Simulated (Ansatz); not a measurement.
Compare A (`C[SiH]1C=CS1`) with its isomer B (`CC#CS[SiH3]`).

Gas-phase electronic energies from Ansatz, PBE0-D4/def2-TZVP geometries. CCSD(T)/CBS adds triple-zeta CCSD(T) − MP2 to the extrapolated MP2 energy (def2 sets, frozen cores). Functionals use def2-TZVPP. B3LYP here is the variant with VWN-RPA as its local correlation; programs differ in this.

A:

Z-matrix (Å, degrees):
```
Si
C 1 1.844
C 1 2.367 2 34.4
C 1 1.858 2 119.6 3 -114.2
S 1 2.179 2 80.3 3 -0.6
H 1 1.487 2 116.1 3 109.4
H 2 1.082 1 140.0 3 -178.5
H 3 1.088 2 128.5 1 -178.9
H 4 1.093 1 110.6 2 164.1
H 4 1.094 1 110.2 2 -76.5
H 4 1.091 1 110.5 2 43.7
```

B:

```xyz
11

C    -1.559   -0.211    1.978
C    -1.009   -0.417    0.654
C    -0.551   -0.590   -0.449
S     0.051   -0.861   -1.998
Si    1.761    0.428   -1.813
H    -2.555    0.237    1.926
H    -0.921    0.458    2.560
H    -1.639   -1.155    2.523
H     1.324    1.820   -1.550
H     2.637   -0.043   -0.714
H     2.462    0.336   -3.118
```

Q: Which isomer does CCSD(T)/CBS put lower? Give the gap. (Estimate.)

A: The calculation gave: A, by 33.5 kcal/mol.

Q: Give E(B) − E(A) in kcal/mol with MP2/def2-TZVPP, r2SCAN-D4, CCSD(T)/def2-TZVPP, B3LYP-D4, CCSD/def2-TZVPP, B2PLYP, HF/def2-TZVPP. (Best estimate.)

A: Computed: MP2/def2-TZVPP 32.2, r2SCAN-D4 34.4, CCSD(T)/def2-TZVPP 32.4, B3LYP-D4 30.1, CCSD/def2-TZVPP 31.7, B2PLYP 29.8, HF/def2-TZVPP 26.2. None reverses the order clearly.

Largest T1 diagnostic: 0.013.

The D4 term adds +1.6 kcal/mol with B3LYP and +0.8 kcal/mol with PBE0; it sums over pairs of atoms, weighted by their polarisabilities, and B3LYP, whose exchange is more repulsive, gets the larger term. From PBE to PBE0 (25 % exact exchange), in def2-TZVPP and without D4, E(B) − E(A) moves by +1.8 kcal/mol.
